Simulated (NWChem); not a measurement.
System meant: CH4AlCl2N; SMILES C[NH][Al]([Cl])[Cl]

The following NWChem deck was run.

```
start job
memory heap 200 mb stack 900 mb global 1100 mb
geometry units angstroms noautosym nocenter noautoz
  Al    -0.063062     0.162100     0.000000
  Cl    -0.517463     2.204825     0.000000
  Cl     1.932590    -0.471671     0.000000
  N     -1.361787    -1.022651     0.000000
  C     -1.274199    -2.466664     0.000000
  H     -2.320997    -0.688361     0.000000
  H     -1.746982    -2.917958    -0.890911
  H     -1.746982    -2.917958     0.890911
  H     -0.220036    -2.782425     0.000000
end
basis spherical
  Al library def2-svp
  Cl library def2-svp
  N library def2-svp
  C library def2-svp
  H library def2-svp
end
dft
  xc m06-2x
  iterations 150
end
property
  shielding 8 1 2 3 4 5 6 7 9
end
task dft property
```

End of the output:

```
 Vector   35  Occ=0.000000D+00  E= 9.197697D-02
              MO Center= -1.1D+00, -1.5D+00,  4.6D-09, r^2= 7.1D+00
   Bfn.  Coefficient  Atom+Function         Bfn.  Coefficient  Atom+Function
  ----- ------------  ---------------      ----- ------------  ---------------
    71      1.713844  5 C  s                 89     -0.855407  7 H  s
    94     -0.855407  8 H  s                 12      0.768334  1 Al py
    84     -0.654291  6 H  s                 57      0.527575  4 N  s
    99     -0.486840  9 H  s                  3      0.397550  1 Al s
    22     -0.399347  2 Cl s                 76     -0.311472  5 C  py

 center of mass
 --------------
 x =   0.10928760 y =   0.17386416 z =   0.00000000

 moments of inertia (a.u.)
 ------------------
        1043.130376327135          10.727273751756           0.000000000000
          10.727273751756         708.257082802279           0.000000000000
           0.000000000000           0.000000000000        1739.961006265818

     Multipole analysis of the density
     ---------------------------------

     L   x y z        total         alpha         beta         nuclear
     -   - - -        -----         -----         ----         -------
     0   0 0 0     -0.000000    -32.000000    -32.000000     64.000000

     1   1 0 0     -0.755056     -0.400822     -0.400822      0.046587
     1   0 1 0     -0.636323     -0.606982     -0.606982      0.577642
     1   0 0 1      0.000000      0.000000      0.000000      0.000000

     2   2 0 0    -37.164616   -201.347959   -201.347959    365.531301
     2   1 1 0      1.830956     -9.774445     -9.774445     21.379846
     2   1 0 1      0.000000      0.000000      0.000000      0.000000
     2   0 2 0    -38.594098   -297.548898   -297.548898    556.503699
     2   0 1 1      0.000000      0.000000      0.000000      0.000000
     2   0 0 2    -35.791937    -20.730403    -20.730403      5.668868

          -----------------------------------------
          Chemical Shielding Tensors (GIAO, in ppm)
          -----------------------------------------

 ------------------------------------------------------------------------
  xm06: d2 not coded                    0
 ------------------------------------------------------------------------
 ------------------------------------------------------------------------
  current input line :
    28: task dft property
 ------------------------------------------------------------------------
 ------------------------------------------------------------------------
 This error has not yet been assigned to a category
 ------------------------------------------------------------------------
 For more information see the NWChem manual at https://nwchemgit.github.io

0: xm06: d2 not coded:Received an Error in Communication
```

**Question.** Find the fault in this run and fix the input.

**Answer.** The program stopped with an error. Cause: this functional's second derivatives, which shieldings need, aren't coded here; the fix takes a hybrid GGA instead. This input runs:
```
start job
memory heap 200 mb stack 900 mb global 1100 mb
geometry units angstroms noautosym nocenter noautoz
  Al    -0.063062     0.162100     0.000000
  Cl    -0.517463     2.204825     0.000000
  Cl     1.932590    -0.471671     0.000000
  N     -1.361787    -1.022651     0.000000
  C     -1.274199    -2.466664     0.000000
  H     -2.320997    -0.688361     0.000000
  H     -1.746982    -2.917958    -0.890911
  H     -1.746982    -2.917958     0.890911
  H     -0.220036    -2.782425     0.000000
end
basis spherical
  * library def2-svp
end
dft
  xc pbe0
  iterations 150
end
property
  shielding 8 1 2 3 4 5 6 7 9
end
task dft property
```
It converges to -1257.30680 Ha (PBE0/def2-SVP, GIAO).
